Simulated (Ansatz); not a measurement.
A nudged elastic band was laid between two geometries of BF2H2N + H2O (9 atoms, charge 0, multiplicity 1).

Theory: RHF/def2-SVP (Ansatz 0.2.0).

```yaml
movable_images: 7
climbing_image: yes
spring: 5.0 eV/Å²
optimiser: quadratic models (default)
start_path: through a guess of the saddle point
force_threshold: 0.05 eV/Å
iteration_limit: 60
end_points: relaxed
```

Initial state:

```xyz
9
Properties=species:S:1:pos:R:3
B 0.242 -0.273 -0.075
F 0.390 -0.784 1.136
N 1.272 -0.304 -1.006
H 2.192 -0.611 -0.769
H 1.185 0.111 -1.909
F -0.959 0.183 -0.390
O 0.331 2.134 1.373
H 0.333 1.604 2.156
H -0.582 2.237 1.147
```

Final state:

```xyz
9
Properties=species:S:1:pos:R:3
B 0.430 0.112 -0.278
F -1.380 1.314 2.837
N 1.491 0.008 -1.185
H 1.454 -0.634 -1.949
H 2.335 0.538 -1.140
F -0.639 -0.649 -0.434
O 0.406 0.960 0.790
H 1.163 1.512 0.908
H -0.858 1.135 2.115
```

Task: What changes between the two ends?

Result: Bonds broken: B1–F2, O7–H9. Bonds formed: B1–O7, F2–H9. BF2H2N + H2O becomes BFH3NO + FH.

Task: Give the energies along the band, and the barrier.

Result: The run converged. The highest image is number 4 of 0 to 8, 1.85 eV above the first end and 1.62 eV above the last; the last end lies 0.24 eV above the first. The profile has 2 maxima (images 4, 6) with wells between them (image 5): this band takes more than one step, which may be the mechanism or a detour left from its start path. Neighbouring images differ by up to 1.6 eV, so the band resolves the path poorly. The order of the stationary point at the top wasn't checked. The orbitals stay closed-shell, which can raise the energy where a bond breaks towards radicals; this wasn't checked here.

| image | path coordinate (Å) | energy (eV) | B1–F2 (Å) | O7–H9 (Å) | B1–O7 (Å) |
| --- | --- | --- | --- | --- | --- |
| 0 | 0.00 | 0.00 | 1.32 | 0.95 | 2.81 |
| 1 | 0.96 | 0.03 | 1.32 | 0.95 | 2.75 |
| 2 | 1.92 | 0.06 | 1.33 | 0.95 | 2.75 |
| 3 | 2.88 | 0.38 | 1.35 | 0.95 | 2.12 |
| 4 | 3.84 | 1.85 | 1.71 | 1.16 | 1.51 |
| 5 | 5.78 | 0.29 | 3.45 | 1.89 | 1.37 |
| 6 | 7.72 | 0.87 | 2.77 | 2.50 | 1.35 |
| 7 | 9.65 | 0.27 | 3.23 | 1.89 | 1.37 |
| 8 | 11.59 | 0.24 | 3.80 | 1.84 | 1.36 |

Task: What is the geometry of the highest image?

Result: 
```xyz
9
Properties=species:S:1:pos:R:3:forces:R:3
B 0.063 0.454 -0.055 0.00 0.00 0.00
F -0.114 -0.581 1.300 0.00 0.00 0.00
N 1.283 0.246 -0.763 0.00 0.00 0.00
H 2.117 0.022 -0.259 0.00 0.00 0.00
H 1.220 -0.284 -1.609 0.00 0.00 0.00
F -1.091 0.389 -0.703 0.00 0.00 0.00
O 0.076 1.504 1.026 0.00 0.00 0.00
H 0.869 2.017 1.081 0.00 0.00 0.00
H -0.021 0.531 1.646 0.00 0.00 0.00
```

The run took 9.4 min on 1 thread of Arm Neoverse V1 (shared host), peak memory 0.17 GiB.
